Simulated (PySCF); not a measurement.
Isomers of C5H4F4O.

All values: PBE0/def2-SVPD (PySCF) at GFN2-xTB geometries, gas phase, one conformer each. Core orbitals are frozen in the response; Δα² is half the sum of the squared differences of the principal polarisabilities.

(1) Rank by HOMO energy, highest first.
A. `[F:1][C@H:2]1[CH:3]=[C:4]([O:5][C:6]([F:7])([F:8])[F:9])[CH2:10]1` with C3–C4–O5–C6 1°
B. `[CH3:1]/[CH:2]=[C:3](/[C:4](=[O:5])[F:6])[C:7]([F:8])([F:9])[F:10]` with C2–C3–C4–O5 180°
C. `[CH2:1]=[C:2]([O:3][CH2:4][F:5])[C:6]([F:7])=[C:8]([F:9])[F:10]` with C1–C2–O3–C4 0°, C2–O3–C4–F5 180°, C1–C2–C6–F7 0°
D. `[O:1]=[C:2]([F:3])[C:4]1([C:5]([F:6])([F:7])[F:8])[CH2:9][CH2:10]1` with O1–C2–C4–C5 180°

(2) Rank by mean static polarisability, lowest first.
A. `[O:1]=[C:2]([F:3])[C:4]1([C:5]([F:6])([F:7])[F:8])[CH2:9][CH2:10]1` with O1–C2–C4–C5 180°
B. `[CH2:1]=[C:2]([O:3][CH2:4][F:5])[C:6]([F:7])=[C:8]([F:9])[F:10]` with C1–C2–O3–C4 0°, C2–O3–C4–F5 180°, C1–C2–C6–F7 0°
C. `[F:1][C@H:2]1[CH:3]=[C:4]([O:5][C:6]([F:7])([F:8])[F:9])[CH2:10]1` with C3–C4–O5–C6 1°
D. `[CH3:1]/[CH:2]=[C:3](/[C:4](=[O:5])[F:6])[C:7]([F:8])([F:9])[F:10]` with C2–C3–C4–O5 180°

## Answers

(1) C (-7.13 eV), A (-7.99 eV), B (-9.11 eV), D (-9.61 eV).

(2) A (9.11 Å³), C (9.42 Å³), D (9.95 Å³), B (10.72 Å³).

All values together:

| SMILES | μ (D) | HOMO (eV) | LUMO (eV) | α (Å³) | Δα (Å³) |
| --- | --- | --- | --- | --- | --- |
| F[C@H]1C=C(OC(F)(F)F)C1 | 1.68 | -7.99 | -0.36 | 9.42 | 3.27 |
| C=C(OCF)C(F)=C(F)F | 2.54 | -7.13 | -1.10 | 10.72 | 6.38 |
| O=C(F)C1(C(F)(F)F)CC1 | 3.12 | -9.61 | -1.11 | 9.11 | 1.73 |
| C/C=C(/C(=O)F)C(F)(F)F | 4.83 | -9.11 | -2.50 | 9.95 | 5.45 |

Conformers: `[F:1][C@H:2]1[CH:3]=[C:4]([O:5][C:6]([F:7])([F:8])[F:9])[CH2:10]1` with C3–C4–O5–C6 1°; `[CH2:1]=[C:2]([O:3][CH2:4][F:5])[C:6]([F:7])=[C:8]([F:9])[F:10]` with C1–C2–O3–C4 0°, C2–O3–C4–F5 180°, C1–C2–C6–F7 0°; `[O:1]=[C:2]([F:3])[C:4]1([C:5]([F:6])([F:7])[F:8])[CH2:9][CH2:10]1` with O1–C2–C4–C5 180°; `[CH3:1]/[CH:2]=[C:3](/[C:4](=[O:5])[F:6])[C:7]([F:8])([F:9])[F:10]` with C2–C3–C4–O5 180°.
